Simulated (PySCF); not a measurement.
ClPb (SMILES [Cl][Pb]), doublet, geometry from GFN2-xTB (such geometries of metal compounds can be far from the true shape) (the spin is typed, not shown lowest) (core potentials on Pb). Base run: TPSS/def2-SVP (PySCF).

Input for PySCF:
```python
from pyscf import gto, scf, dft

mol = gto.M(
    atom='''
Pb   -0.00000000   -0.00000000   -0.43472468
Cl    0.00000000    0.00000000    2.09690730
''',
    basis='def2-svp',
    ecp={'Pb': 'def2-svp'},
    spin=1,
    verbose=3,
)

mf = dft.UKS(mol)
mf.xc = 'tpss'
mf.kernel()
mf.analyze()
```

Variants of this job, named by their change:

```csv
change,ΔE vs base (µEh),grid points,electrons on the grid,outcome
base,0.0,42112,39.00000,converged
grids.radi_method = gauss_chebyshev,0.4,39696,39.00000,converged
"grids.atom_grid = (75, 302)",22.1,26944,39.00000,converged
grids.prune = dft.gen_grid.sg1_prune,-,-,-,stopped with an error
grids.level = 5,-2.1,92104,39.00000,converged
grids.level = 0,-,-,-,not converged
grids.radi_method = mura_knowles,0.6,36640,39.00000,converged
grids.becke_scheme = stratmann,-3.3,42112,39.00000,converged
small_rho_cutoff = 0,0.0,42112,39.00000,converged
"grids.atom_grid = (150, 974)",-3.7,144880,39.00000,converged
grids.level = 1,55.5,14976,39.00002,converged
```

Open shells are given as the SCF converged; they aren't shown to be the lowest states, and a large step between rows can be another state.

- grids.prune = dft.gen_grid.sg1_prune: ended with `IndexError: index 82 is out of bounds for axis 0 with size 19`
